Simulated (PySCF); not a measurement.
HPdN: bending curve

These are results of UPBE0/[Pd def2-TZVP with ECP28, N def2-TZVP, H def2-TZVP], scalar-relativistic core potentials, density fitting, no spin–orbit coupling, PySCF, not measurements.

Rigid scan from the triplet minimum (Pd–H 1.543 Å, Pd–N 1.784 Å; H–Pd–N 92.0°). Coordinate: the N–Pd–H angle, bonds fixed. Energies in kJ/mol from the minimum.

| bond angle (°) | E (kJ/mol) | dipole size (D) | ⟨S²⟩ |
| --- | --- | --- | --- |
| 80 | 5.8 | 3.15 | 2.03 |
| 90 | 0.2 | 3.01 | 2.04 |
| 100 | 2.7 | 2.80 | 2.05 |
| 110 | 13.0 | 2.54 | 2.07 |
| 120 | 30.7 | 2.25 | 2.10 |
| 130 | 54.6 | 1.95 | 2.18 |
| 140 | 82.3 | 1.68 | 2.32 |
| 150 | 110.7 | 1.44 | 2.49 |
| 160 | 131.9 | 1.05 | 2.66 |
| 170 | 137.6 | 0.81 | 2.72 |
| 180 | 138.5 | 0.80 | 2.72 |

With the bonds held, the linear shape lies 138.5 kJ/mol from the minimum.

Spin contamination is strong at 140, 150, 160, 170, 180, so these points are less reliable.

Other spin states or occupations of the open shell can lie lower.

Other isomers or separated fragments may lie lower.
